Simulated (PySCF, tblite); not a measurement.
Isomers of C6H10P2S, one GFN2-xTB conformer each. Single-point energies are computed at PBE0/pcSseg-1 (PySCF, gas phase, no added dispersion term), electronic only.

| SMILES | GFN2-xTB relative energy (kJ/mol) |
| --- | --- |
| CP(CP)c1ccsc1 | 0.0 |
| C=CP(C)C#C[P@H](C)=S | 128.6 |

Conformers: `[CH3:1][P:2]([CH2:3][PH2:4])[c:5]1[cH:6][cH:7][s:8][cH:9]1` with C1–P2–C3–P4 -176°, P2–C3–P4–H -42° and 50°, C1–P2–C5–C6 41°; `[CH2:1]=[CH:2][P:3]([CH3:4])[C:5]#[C:6][P@H:7]([CH3:8])=[S:9]` with C1–C2–P3–C4 -133°.

What does PBE0/pcSseg-1 give for the same structures?

```csv
SMILES,PBE0/pcSseg-1 E (Eh),PBE0/pcSseg-1 (kJ/mol),GFN2-xTB (kJ/mol),point group
CP(CP)c1ccsc1,-1314.77780,0.0,0.0,C1
C=CP(C)C#C[P@H](C)=S,-1314.72375,141.9,128.6,C1
```

Both levels put the same isomer lowest. As drawn, the lower has an aromatic ring, which the higher lacks; the higher has a C≡C bond and a C=C bond outside aromatic rings, which the lower lacks.

Which frontier levels, dipoles and rotational constants go with these structures?

```csv
SMILES,"HOMO (eV, PBE0/pcSseg-1)",LUMO (eV),dipole (D),"A, B, C (MHz)"
CP(CP)c1ccsc1,-6.91,-0.65,1.76,"1421, 676.0, 542.1"
C=CP(C)C#C[P@H](C)=S,-6.61,-1.16,4.13,"1868, 396.5, 360.4"
```

What happens when harmonic zero-point energies from GFN2-xTB frequencies are added?

```json
{"SMILES": "CP(CP)c1ccsc1", "ZPE (kJ/mol)": "360.3", "electronic (kJ/mol)": "0.0", "with ZPE (kJ/mol)": "0.0"}
{"SMILES": "C=CP(C)C#C[P@H](C)=S", "ZPE (kJ/mol)": "357.4", "electronic (kJ/mol)": "141.9", "with ZPE (kJ/mol)": "139.0"}
```

The zero-point energies span 2.9 kJ/mol. The order is unchanged.
